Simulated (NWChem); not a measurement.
All runs are NWChem calculations. System: C$_{2}$H$_{5}$S, charge 0, spin multiplicity 2, at a geometry optimised with UB3LYP/def2-SVP. The structure started from a generated list of species. Its SCF solution wasn't tested for a lower state. Level: ROCCSD(T)/def2-SVP, 7 core orbitals frozen.

Input file:

```
start mol
memory heap 100 mb stack 700 mb global 1900 mb
geometry units angstroms nocenter noautoz noautosym
  C      1.441230     0.045045    -0.310099
  S     -0.014913    -0.293389     0.542962
  C     -1.271706     0.392695    -0.580662
  H      2.366867    -0.311340     0.144585
  H      1.468678     0.797272    -1.101546
  H     -1.110359     1.470422    -0.734236
  H     -1.254323    -0.129061    -1.548834
  H     -2.249396     0.240494    -0.102794
end
basis spherical
  * library def2-svp
end
scf
  rohf
  nopen 1
  maxiter 100
  thresh 1e-7
  semidirect memsize 60000000 filesize 0
  # guess.movecs holds the orbitals of an unrestricted PBE0 run
  vectors input guess.movecs output mol.movecs
end
tce
  freeze core 7
  ccsd(t)
  2eorb
  2emet 13
  thresh 1e-6
  maxiter 100
  tilesize 24
end
task tce energy
```

Output (cleaned and shortened):

```
             Northwest Computational Chemistry Package (NWChem) 7.3.0
             --------------------------------------------------------

                                NWChem Input Module
                                -------------------

 Scaling coordinates for geometry "geometry" by  1.889725989
 (inverse scale =  0.529177249)

                             Geometry "geometry" -> ""
                             -------------------------

 Output coordinates in angstroms (scale by  1.889725989 to convert to a.u.)

  No.       Tag          Charge          X              Y              Z
 ---- ---------------- ---------- -------------- -------------- --------------
    1 C                    6.0000     1.44123000     0.04504500    -0.31009900
    2 S                   16.0000    -0.01491300    -0.29338900     0.54296200
    3 C                    6.0000    -1.27170600     0.39269500    -0.58066200
    4 H                    1.0000     2.36686700    -0.31134000     0.14458500
    5 H                    1.0000     1.46867800     0.79727200    -1.10154600
    6 H                    1.0000    -1.11035900     1.47042200    -0.73423600
    7 H                    1.0000    -1.25432300    -0.12906100    -1.54883400
    8 H                    1.0000    -2.24939600     0.24049400    -0.10279400

 Effective nuclear repulsion energy (a.u.)     103.2907222285

            Nuclear Dipole moment (a.u.)
            ----------------------------
        X                 Y               Z
 ---------------- ---------------- ----------------
     0.0000056692     0.0000056692     0.0000018897


 Summary of "ao basis" -> "" (spherical)
 ------------------------------------------------------------------------------
       Tag                 Description            Shells   Functions and Types
 ---------------- ------------------------------  ------  ---------------------
 *                          def2-svp                  on all atoms

 Summary of "ao basis" -> "ao basis" (spherical)
 ------------------------------------------------------------------------------
       Tag                 Description            Shells   Functions and Types
 ---------------- ------------------------------  ------  ---------------------
 C                          def2-svp                 6       14   3s2p1d
 S                          def2-svp                 8       18   4s3p1d
 H                          def2-svp                 3        5   2s1p

                                 NWChem SCF Module
                                 -----------------

  ao basis        = "ao basis"
  functions       =    71
  atoms           =     8
  closed shells   =    16
  open shells     =     1
  charge          =   0.00
  wavefunction    = ROHF
  use symmetry    = F
  symmetry adapt  = F

 Summary of "ao basis" -> "ao basis" (spherical)
 ------------------------------------------------------------------------------
       Tag                 Description            Shells   Functions and Types
 ---------------- ------------------------------  ------  ---------------------
 C                          def2-svp                 6       14   3s2p1d
 S                          def2-svp                 8       18   4s3p1d
 H                          def2-svp                 3        5   2s1p

 Forming initial guess at       0.0s

 Starting SCF solution at       0.0s

 ----------------------------------------------
         Quadratically convergent ROHF

 Convergence threshold     :          1.000E-07
 Maximum no. of iterations :          100
 Final Fock-matrix accuracy:          1.000E-09
 ----------------------------------------------

              iter       energy          gnorm     gmax       time
             ----- ------------------- --------- --------- --------
                 1     -475.8858468104  7.14D-01  1.69D-01      0.5
                 2     -475.9213126396  2.66D-01  4.63D-02      0.6
                 3     -475.9357246690  9.32D-02  1.45D-02      1.0
                 4     -475.9364053639  7.70D-03  4.97D-03      1.2
                 5     -475.9364509594  1.66D-04  6.93D-05      1.5
                 6     -475.9364509719  4.56D-08  1.84D-08      2.1

       Final ROHF results
       ------------------

         Total SCF energy =   -475.936450971863
      One-electron energy =   -859.695034558079
      Two-electron energy =    280.467861357725
 Nuclear repulsion energy =    103.290722228492

        Time for solution =      2.1s

             Final eigenvalues
             -----------------

              1
    1  -91.9177
    2  -11.2658
    3  -11.2489
    4   -8.9537
    5   -6.6418
    6   -6.6401
    7   -6.6382
    8   -1.0600
    9   -0.9245
   10   -0.7819
   11   -0.6147
   12   -0.5924
   13   -0.5865
   14   -0.5158
   15   -0.4439
   16   -0.3877
   17   -0.0891
   18    0.1768
   19    0.1997
   20    0.2333
   21    0.2520
   22    0.2550
   23    0.2888
   24    0.3139
   25    0.5230
   26    0.5779
   27    0.5924

                       ROHF Final Molecular Orbital Analysis
                       -------------------------------------

 Vector   15  Occ=2.000000D+00  E=-4.439269D-01
              MO Center= -7.7D-02, -1.6D-01,  3.6D-01, r^2= 2.4D+00
   Bfn.  Coefficient  Atom+Function         Bfn.  Coefficient  Atom+Function
  ----- ------------  ---------------      ----- ------------  ---------------
    27      0.417865  2 S  pz                24      0.340690  2 S  pz
    18      0.300420  2 S  s                 38     -0.209107  3 C  pz
    17      0.203972  2 S  s                 21      0.192033  2 S  pz
    16     -0.151329  2 S  s

 Vector   16  Occ=2.000000D+00  E=-3.877366D-01
              MO Center=  5.1D-02, -2.1D-01,  3.1D-01, r^2= 2.0D+00
   Bfn.  Coefficient  Atom+Function         Bfn.  Coefficient  Atom+Function
  ----- ------------  ---------------      ----- ------------  ---------------
    26      0.565474  2 S  py                23      0.383897  2 S  py
    27      0.232356  2 S  pz                20      0.216747  2 S  py
    24      0.151129  2 S  pz

 Vector   17  Occ=1.000000D+00  E=-8.909663D-02
              MO Center=  1.2D+00, -5.4D-02, -2.7D-01, r^2= 1.7D+00
   Bfn.  Coefficient  Atom+Function         Bfn.  Coefficient  Atom+Function
  ----- ------------  ---------------      ----- ------------  ---------------
     5      0.457781  1 C  py                 8      0.406736  1 C  py
     6      0.364857  1 C  pz                 9      0.336208  1 C  pz
    26     -0.306731  2 S  py                27     -0.198232  2 S  pz

 Vector   18  Occ=0.000000D+00  E= 1.767999D-01
              MO Center= -1.4D+00,  5.7D-01, -7.5D-01, r^2= 5.2D+00
   Bfn.  Coefficient  Atom+Function         Bfn.  Coefficient  Atom+Function
  ----- ------------  ---------------      ----- ------------  ---------------
    35      3.000882  3 C  s                 58     -1.274232  6 H  s
    63     -1.186606  7 H  s                 68     -1.184488  8 H  s
    25      0.454125  2 S  px                18     -0.415576  2 S  s
    27      0.293629  2 S  pz                53     -0.263792  5 H  s
     3      0.219046  1 C  s                 26     -0.192973  2 S  py

 Vector   19  Occ=0.000000D+00  E= 1.997097D-01
              MO Center=  1.2D+00,  3.8D-01, -5.2D-01, r^2= 4.9D+00
   Bfn.  Coefficient  Atom+Function         Bfn.  Coefficient  Atom+Function
  ----- ------------  ---------------      ----- ------------  ---------------
     3      2.084022  1 C  s                 53     -1.582116  5 H  s
    48     -1.060725  4 H  s                 25     -0.623361  2 S  px
     8      0.322020  1 C  py                41     -0.254889  3 C  pz
    39     -0.250937  3 C  px                40      0.236397  3 C  py
     7      0.231597  1 C  px                 2      0.219009  1 C  s

 Vector   20  Occ=0.000000D+00  E= 2.333170D-01
              MO Center=  6.5D-01,  1.6D-01, -1.6D-01, r^2= 8.1D+00
   Bfn.  Coefficient  Atom+Function         Bfn.  Coefficient  Atom+Function
  ----- ------------  ---------------      ----- ------------  ---------------
    48      1.663211  4 H  s                 68      1.088071  8 H  s
    58     -0.847743  6 H  s                  3     -0.805425  1 C  s
    53     -0.772610  5 H  s                  9     -0.650673  1 C  pz
    41     -0.642975  3 C  pz                 8      0.543340  1 C  py
    63     -0.495197  7 H  s                  7     -0.474425  1 C  px

 center of mass
 --------------
 x =   0.02393823 y =  -0.06329130 z =   0.10225892

 moments of inertia (a.u.)
 ------------------
          93.609884098014          23.704669917728         -17.585408577469
          23.704669917728         281.184669695526          34.740944493166
         -17.585408577469          34.740944493166         241.504499475246

  Mulliken analysis of the total density
  --------------------------------------

    Atom       Charge   Shell Charges
 -----------   ------   -------------------------------------------------------
    1 C    6     6.18   1.99  0.88  0.32  1.95  1.01  0.03
    2 S   16    16.11   2.00  1.99  1.16  0.72  5.94  1.77  2.41  0.11
    3 C    6     6.13   1.99  0.86  0.27  2.00  0.97  0.04
    4 H    1     0.90   0.73  0.14  0.03
    5 H    1     0.91   0.73  0.15  0.03
    6 H    1     0.93   0.74  0.16  0.02
    7 H    1     0.92   0.74  0.15  0.02
    8 H    1     0.92   0.74  0.15  0.03

 Mulliken analysis of the open-shell density
 -------------------------------------------

    Atom       Charge   Shell Charges
 -----------   ------   -------------------------------------------------------
    1 C    6     0.87   0.00  0.01  0.01  0.49  0.37  0.00
    2 S   16     0.11   0.00  0.00 -0.00  0.00  0.00  0.04  0.05  0.01
    3 C    6     0.00   0.00  0.00 -0.00  0.00  0.00  0.00
    4 H    1     0.01   0.00 -0.00  0.00
    5 H    1     0.01   0.00 -0.00  0.01
    6 H    1     0.00   0.00  0.00 -0.00
    7 H    1     0.00   0.00  0.00 -0.00
    8 H    1     0.00   0.00  0.00 -0.00

       Multipole analysis of the density wrt the origin
       ------------------------------------------------

     L   x y z        total         open         nuclear
     -   - - -        -----         ----         -------
     0   0 0 0     -0.000000     -1.000000     33.000000

     1   1 0 0     -0.150453     -2.340949      0.000006
     1   0 1 0      0.348368      0.102044      0.000006
     1   0 0 1     -0.457783      0.503173      0.000002

     2   2 0 0    -17.669049     -7.733675    134.968086
     2   1 1 0     -0.283124     -0.035329    -14.693402
     2   1 0 1      0.465985      1.894516     11.902765
     2   0 2 0    -20.923941     -1.810130     18.869055
     2   0 1 1     -0.742388     -0.611387    -20.813752
     2   0 0 2    -20.709151     -2.195546     41.066406

                   NWChem Extensible Many-Electron Theory Module
                   ---------------------------------------------


            General Information
            -------------------
      Number of processors :     1
         Wavefunction type : Restricted open-shell Hartree-Fock
          No. of electrons :    33
           Alpha electrons :    17
            Beta electrons :    16
           No. of orbitals :   142
            Alpha orbitals :    71
             Beta orbitals :    71
        Alpha frozen cores :     7
         Beta frozen cores :     7
     Alpha frozen virtuals :     0
      Beta frozen virtuals :     0
         Spin multiplicity : doublet
    Number of AO functions :    71
       Number of AO shells :    35
        Use of symmetry is : off
      Symmetry adaption is : off
         Schwarz screening : 0.10D-09

          Correlation Information
          -----------------------
          Calculation type : Coupled-cluster singles & doubles w/ perturbation
   Perturbative correction : (T)
            Max iterations :      100
        Residual threshold : 0.10D-05
     T(0) DIIS level shift : 0.00D+00
     L(0) DIIS level shift : 0.00D+00
     T(1) DIIS level shift : 0.00D+00
     L(1) DIIS level shift : 0.00D+00
     T(R) DIIS level shift : 0.00D+00
     T(I) DIIS level shift : 0.00D+00
   CC-T/L Amplitude update :  5-th order DIIS
                I/O scheme : Global Array Library
        L-threshold :  0.10D-05
        EOM-threshold :  0.10D-05
 no EOMCCSD initial starts read in
 TCE RESTART OPTIONS
 SLICE:      F
 D4D5:       F
 quantumc:   F
 qrotation:  F
 pwtce:      F
 qducc:      F
 nacto:                         0
 nrotv:                         0
 nrot:                          0

            Memory Information
            ------------------
          Available GA space size is     249026718 doubles
          Available MA space size is     104854060 doubles

 Maximum block size supplied by input
 Maximum block size        24 doubles

 tile_dim =     18

 -------------------------------------------------

 Global array virtual files algorithm will be used

 Parallel file system coherency ......... OK

 4-electron integrals stored in orbital form

 v2    file size   =          3673414
 4-index algorithm nr.  13 is used
 imaxsize =       30
 imaxsize ichop =        0


CCSD iterations
 ---------------------------------------------------------
 Iter          Residuum       Correlation     Cpu    Wall
 ---------------------------------------------------------
    1   0.1661135809815  -0.4076826125566     0.9     0.9
    2   0.0461832563666  -0.4369758776656     0.9     0.9
    3   0.0183962815119  -0.4449989653108     1.0     1.0
    4   0.0079493010178  -0.4475707243557     0.9     0.9
    5   0.0055551633623  -0.4481146007052     1.0     1.0
    6   0.0013026333552  -0.4487203641053     0.9     0.9
    7   0.0008676702677  -0.4487794331045     0.9     0.9
    8   0.0003585421618  -0.4488038308793     0.9     0.9
    9   0.0003738549249  -0.4487960098660     0.9     0.9
   10   0.0002083744958  -0.4488141760332     0.9     0.9
   11   0.0000698326353  -0.4488114527219     0.9     0.9
   12   0.0000347643535  -0.4488178548872     1.0     1.0
   13   0.0000305681571  -0.4488175767087     0.9     0.9
   14   0.0000224443720  -0.4488184674907     1.0     1.0
   15   0.0000236111867  -0.4488182301896     1.0     1.0
   16   0.0000034146432  -0.4488185201011     1.0     1.0
   17   0.0000022071658  -0.4488185330803     0.9     0.9
   18   0.0000013480426  -0.4488186086706     0.9     0.9
   19   0.0000009900877  -0.4488185623702     1.0     1.0
 -----------------------------------------------------------------
 Iterations converged
 CCSD correlation energy / hartree =        -0.448818562370173
 CCSD total energy / hartree       =      -476.385269534232805

 Singles contributions
    17a   (beta ) ---    16a   (beta )        0.1014458348

 Doubles contributions
 CCSD(T)
 Using plain CCSD(T) code
             total no. of tasks          192
 total no. of tasks / no. procs          192
                         wl_min          729           3.0
                         wl_max      4251528          12.7
        thresh for no. of tasks          192

 CCSD[T]  correction energy / hartree =        -0.014141839569686
 CCSD[T] correlation energy / hartree =        -0.462960401939859
 CCSD[T] total energy / hartree       =      -476.399411373802479
 CCSD(T)  correction energy / hartree =        -0.013476596347058
 CCSD(T) correlation energy / hartree =        -0.462295158717231
 CCSD(T) total energy / hartree       =      -476.398746130579866

 Task  times  cpu:       73.6s     wall:       73.6s

 Total times  cpu:       73.6s     wall:       73.6s
```
